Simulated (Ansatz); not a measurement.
Ge₁₂NH₂₃, a cluster cut from the lattice of germanium (1 of the caps NH2), relaxed as a singlet with RKS PBE-D4/def2-SVP in Ansatz, starting from the GFN2-xTB geometry. Force threshold 0.03 eV/Å.

Single mean-field runs in def2-SVP are fitted with def2-universal-jkfit.

Start:

```xyz
36

Ge    4.097   -1.144   -1.144
Ge   -1.558   -1.995   -1.008
Ge    3.915    0.879    2.368
Ge   -1.866    0.012    2.461
Ge    0.904    1.005   -0.216
Ge   -4.741    0.363   -0.339
Ge    5.290   -0.176    0.704
Ge   -0.380   -0.812    0.742
Ge    2.335    0.236   -2.005
Ge   -3.290   -0.597   -2.012
Ge    2.159    2.228    1.448
Ge   -3.643    1.349    1.558
N    -4.352   -1.318   -3.311
H     3.475   -2.451   -0.689
H     5.050   -1.604   -2.228
H    -2.130   -3.303   -0.466
H    -0.568   -2.527   -2.041
H     3.284   -0.188    3.241
H     4.764    1.646    3.361
H    -2.444   -1.146    3.256
H    -1.083    0.771    3.516
H    -0.128    1.971   -0.824
H    -5.649   -0.737    0.188
H    -5.748    1.321   -0.937
H     6.210   -1.200    1.337
H     6.275    0.845    0.168
H     0.627   -1.780    1.388
H     1.531   -0.501   -3.060
H     2.902    1.404   -2.792
H    -3.866   -1.726   -4.098
H    -5.041   -1.987   -2.996
H    -2.562    0.501   -2.788
H     1.243    2.752    2.538
H     2.727    3.508    0.861
H    -4.652    1.692    2.635
H    -3.086    2.710    1.187
```

```json
{"step": "1", "energy (eV)": "-679897.5320", "largest force component (eV/Å)": "0.550", "SCF passes": "18"}
{"step": "2", "energy (eV)": "-679898.0224", "largest force component (eV/Å)": "0.484", "SCF passes": "19"}
{"step": "3", "energy (eV)": "-679898.0774", "largest force component (eV/Å)": "0.192", "SCF passes": "19"}
{"step": "4", "energy (eV)": "-679898.1015", "largest force component (eV/Å)": "0.472", "SCF passes": "19"}
{"step": "5", "energy (eV)": "-679898.1277", "largest force component (eV/Å)": "0.148", "SCF passes": "19"}
{"step": "6", "energy (eV)": "-679898.1403", "largest force component (eV/Å)": "0.153", "SCF passes": "18"}
{"step": "7", "energy (eV)": "-679898.1445", "largest force component (eV/Å)": "0.107", "SCF passes": "19"}
{"step": "8", "energy (eV)": "-679898.1461", "largest force component (eV/Å)": "0.057", "SCF passes": "20"}
{"step": "9", "energy (eV)": "-679898.1471", "largest force component (eV/Å)": "0.032", "SCF passes": "20"}
{"step": "10", "energy (eV)": "-679898.1480", "largest force component (eV/Å)": "0.026", "SCF passes": "20"}
```

Force components are those of the run's own axes.

End:

Cartesian coordinates in Å:
```
Ge 3.766 -1.240 -1.119
Ge -1.448 -2.102 -0.935
Ge 3.600 0.769 2.385
Ge -1.729 -0.110 2.553
Ge 0.726 1.113 -0.282
Ge -4.549 0.332 -0.269
Ge 5.055 -0.133 0.639
Ge -0.219 -0.875 0.790
Ge 2.185 0.351 -2.090
Ge -3.057 -0.565 -1.989
Ge 2.011 2.341 1.397
Ge -3.324 1.436 1.536
N -4.151 -1.279 -3.331
H 2.971 -2.429 -0.509
H 4.724 -1.814 -2.204
H -2.200 -3.316 -0.311
H -0.439 -2.670 -1.979
H 2.811 -0.394 3.051
H 4.455 1.458 3.489
H -2.489 -1.303 3.200
H -0.915 0.608 3.669
H -0.441 1.983 -0.841
H -5.348 -0.856 0.346
H -5.581 1.308 -0.903
H 6.097 -1.114 1.252
H 5.842 1.047 -0.001
H 0.946 -1.723 1.385
H 1.337 -0.327 -3.206
H 2.961 1.538 -2.729
H -3.600 -1.612 -4.133
H -4.696 -2.081 -2.990
H -2.266 0.587 -2.674
H 1.054 2.911 2.485
H 2.781 3.532 0.758
H -4.326 1.977 2.598
H -2.543 2.651 0.960
```

By distances, no bond broke or formed. The bond that changes most is Ge3–Ge11, from 2.40 to 2.44 Å (atoms count from 1).

No frequencies were taken in this run, so the end may be a saddle point.

It took 60 s on 2 threads of AMD EPYC 7R13 on a shared host and a share (18 GiB) of an NVIDIA H100 80GB HBM3, peak host memory 1.2 GiB.
